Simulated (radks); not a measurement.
The numbers below are computed, except where a source is named.
All-electron atom: Sn25+ in [Ar] 3d7 (the NIST ground configuration). Level of theory: scalar-relativistic Kohn-Sham, PBEsol, spin-polarised, spherical densities, finite nucleus; open shells are filled with parallel spins first (spin-orbit coupling, left out, can overturn this in heavy ions); Fermi nuclear charge, rms radius 4.6519 fm (a radial shooting solver on a logarithmic mesh with Libxc functionals).

Normalised radial functions P(r) = r R(r), r in bohr:

```
   r/bohr * 3p down, o 3d down (the largest magnitude, 1.94, reaches the edge; | marks zero, & curves that meet)
 0.002709                             &
 0.003389                             &
  0.00424                             &
 0.005263                             o*
 0.006584                             o*
 0.008171                             o*
  0.01022                             o *
  0.01279                             o  *
  0.01587                             o   *
  0.01986                             o    *
  0.02465                             |o     *
  0.03083                             |o        *
  0.03858                             | o         *
  0.04788                             |  o          *
   0.0599                             |    o          *
  0.07494                             |      o       *
    0.093                             |          o*
   0.1164                             |     *        o
   0.1444                          *  |                   o
   0.1807               *             |                       o
    0.226      *                      |                         o
   0.2805  *                          |                         o
   0.3509    *                        |                     o
   0.4391           *                 |              o
   0.5449                  *          |        o
   0.6817                         *   |   o
   0.8461                            *|o
    1.059                             &
```

3p down: eigenvalue -1522.0 eV, 1 radial node at r = 0.134 bohr, <r> = 0.322 bohr, 90 % of the charge inside 0.480 bohr. 3d down: eigenvalue -1309.8 eV, 0 radial nodes, <r> = 0.293 bohr, 90 % of the charge inside 0.455 bohr.
